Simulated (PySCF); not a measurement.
Al(Me)2(SeH) (C2H7AlSe), SMILES [CH3][Al]([CH3])[SeH].

Coordinates come from a TPSSh-D3(BJ)/def2-SVP optimisation. The structure was generated by enumeration; whether it is a known compound was not checked. Other conformers were not sampled.

These are IEF-PCM-B3LYP/def2-SVP in PySCF values and carry that method's errors.

The values are the electrostatic part of the solvation free energy, E(continuum) − E(gas) at the gas-phase geometry, in a cavity of scaled van der Waals radii (PySCF's table); cavitation and dispersion terms are not included. A continuum can't describe solvent molecules that bind to the metal. In vacuum the orbital gap is 5.96 eV. The dipole moment in vacuum is 1.58 D.

Computed values in water (ε = 78.36), acetone (ε = 20.49), methanol (ε = 32.61):
```json
[
 {"solvent": "water", "ε": "78.36", "ΔG(elec) (kcal/mol)": "-3.7", "dipole (D)": "2.23", "gap (eV)": "6.38"},
 {"solvent": "acetone", "ε": "20.49", "ΔG(elec) (kcal/mol)": "-3.5", "dipole (D)": "2.19", "gap (eV)": "6.36"},
 {"solvent": "methanol", "ε": "32.61", "ΔG(elec) (kcal/mol)": "-3.6", "dipole (D)": "2.21", "gap (eV)": "6.37"}
]
```
